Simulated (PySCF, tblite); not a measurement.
Species: C₃H₈N₂SSi.
Geometry (GFN2-xTB, Å), atoms numbered from 1 in this order:
```xyz
15
C3H8N2SSi angstrom
N     -3.3606    1.5961    0.6050
C     -2.9448    0.5347    0.5115
C     -2.3541   -0.7643    0.3936
S     -0.6040   -0.7134    0.9687
C      0.0869    0.4683   -0.2189
Si     1.9572    0.6903    0.0826
N      2.6187   -0.8740   -0.1755
H     -2.3734   -1.1051   -0.6442
H     -2.8633   -1.4816    1.0381
H     -0.1087    0.0848   -1.2185
H     -0.4393    1.4112   -0.0902
H      2.1317    1.2843    1.4139
H      2.4954    1.5576   -0.9633
H      2.1391   -1.6734    0.2094
H      3.6148   -1.0075   -0.1182
```

Method used: wB97X-D/def2-SVPD in PySCF (dipole) on a GFN2-xTB geometry, gas phase.

Masses are those of the commonest isotopes; rigid-rotor values at the optimised geometry. The values belong to one conformer with, in the numbering `[N:1]#[C:2][CH2:3][S:4][CH2:5][SiH2:6][NH2:7]`, C2–C3–S4–C5 -62°, C3–S4–C5–Si6 -178°, S4–C5–Si6–N7 61°, C5–Si6–N7–H -43° and 177°.

Q: What are A, B and C (cm⁻¹)?

A: Ia = 120.44, Ib = 609.44, Ic = 691.45 u·Å²; 505379 MHz·u·Å²/I gives 4196, 829.2 and 730.9 MHz, that is A = 0.13997, B = 0.02766, C = 0.02438 cm⁻¹.

Q: What kind of rotor is it?

A: A near-prolate asymmetric top. Ray's parameter κ = (2B − A − C)/(A − C) = -0.943; −1 is the prolate and +1 the oblate limit.

Q: Is it planar, by Δ = Ic − Ia − Ib?

A: Not planar: Δ = Ic − Ia − Ib = -38.43 u·Å². For a rigid frame Δ = −2 Σ m c², so Σ m c² = 19.21 u·Å² lies off the ab plane: 7.52 from hydrogen and 11.70 from heavier atoms. The atom farthest from that plane is 1.58 Å away.

Q: Where do the levels up to J = 5 lie, in MHz?

A: Above 0(0,0):
J = 1: 1(0,1) 1560, 1(1,1) 4927, 1(1,0) 5026
J = 2: 2(0,2) 4678, 2(1,2) 7949, 2(1,1) 8244, 2(2,1) 18345, 2(2,0) 18347
J = 3: 3(0,3) 9350, 3(1,3) 12481, 3(1,2) 13071, 3(2,2) 23026, 3(2,1) 23036, 3(3,1) 40108, 3(3,0) 40108
J = 4: 4(0,4) 15570, 4(1,4) 18520, 4(1,3) 19504, 4(2,3) 29265, 4(2,2) 29296, 4(3,2) 46353, 4(3,1) 46353, 4(4,1) 70262, 4(4,0) 70262
J = 5: 5(0,5) 23328, 5(1,5) 26066, 5(1,4) 27541, 5(2,4) 37061, 5(2,3) 37135, 5(3,3) 54160, 5(3,2) 54161, 5(4,2) 78068, 5(4,1) 78068, 5(5,1) 108809, 5(5,0) 108809
Those of J = 1 are B + C, A + C and A + B.

Q: Which types of transition are allowed, and where do some lines up to J = 3 fall?

A: The dipole components are |μa| = 2.30 D, |μb| = 2.72 D, |μc| = 1.21 D. The squared components, which scale the intensities, stand as 0.72 : 1.00 : 0.20 (a : b : c). Some lines, for components of 0.1 D or more:

| type | branch | J(Ka,Kc) | MHz | lower level (cm⁻¹) |
| --- | --- | --- | --- | --- |
| a | R | 1(0,1) ← 0(0,0) | 1560 | 0.000 |
| a | R | 2(1,2) ← 1(1,1) | 3022 | 0.164 |
| c | Q | 3(1,3) ← 3(0,3) | 3130 | 0.312 |
| a | R | 2(1,1) ← 1(1,0) | 3219 | 0.168 |
| b | Q | 1(1,0) ← 1(0,1) | 3465 | 0.052 |
| b | R | 1(1,1) ← 0(0,0) | 4927 | 0.000 |
| c | Q | 3(2,2) ← 3(1,2) | 9955 | 0.436 |
| b | Q | 3(2,1) ← 3(1,2) | 9965 | 0.436 |
| b | Q | 3(2,2) ← 3(1,3) | 10545 | 0.416 |
| b | R | 2(2,1) ← 1(1,0) | 13320 | 0.168 |
| c | R | 2(2,1) ← 1(1,1) | 13418 | 0.164 |
| c | Q | 3(3,1) ← 3(2,1) | 17072 | 0.768 |
| b | Q | 3(3,0) ← 3(2,1) | 17072 | 0.768 |
| c | R | 3(3,0) ← 2(2,0) | 21761 | 0.612 |
| b | R | 3(3,0) ← 2(2,1) | 21763 | 0.612 |

Q: Estimate the classical rotational partition function at 25 K, 50 K and 100 K.

A: Point group C1, symmetry number σ = 1; q = (√π/σ)·√((kT/h)³/(ABC)), k/h = 20836.6 MHz/K: 13200 at 25 K, 37400 at 50 K, 106000 at 100 K.

Its GFN2-xTB frequencies are all real (lowest 29 cm⁻¹). Constants of a rigid frame at the computed geometry: no zero-point averaging, no centrifugal distortion. A rigid rotor knows nothing of inversion at nitrogen, which can split or shift real lines. Quadrupole hyperfine structure (14N) is left out.
